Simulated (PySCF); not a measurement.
Computed with PBE0-D3(BJ)/def2-TZVP (PySCF). Isolated molecules, 0 K electronic values unless said otherwise. Excitations are Tamm–Dancoff values on a coarser integration grid. The basis has no diffuse functions, so Rydberg states are missing or too high.

Reference species (SMILES): `[GaH2][SiH3]` (neutral, multiplicity 1).

```yaml
S1 excitation (TDA): 4.17 eV
HOMO–LUMO gap: 5.49 eV
dipole_moment: 0.12 D
```

Changed species: `[SiH3][Ga]([SiH3])[SiH3]` (0 of 3 SiH3 replaced by H; the reference has 2 of 3 SiH3 replaced by H).

**Question.** What does the change do to the S1 excitation (TDA), HOMO–LUMO gap and dipole moment?

**Answer.** the S1 excitation (TDA) falls by 0.79 eV, to 3.38 eV; the HOMO–LUMO gap falls by 0.85 eV, to 4.64 eV; the dipole moment goes up by 0.07 D, to 0.19 D.
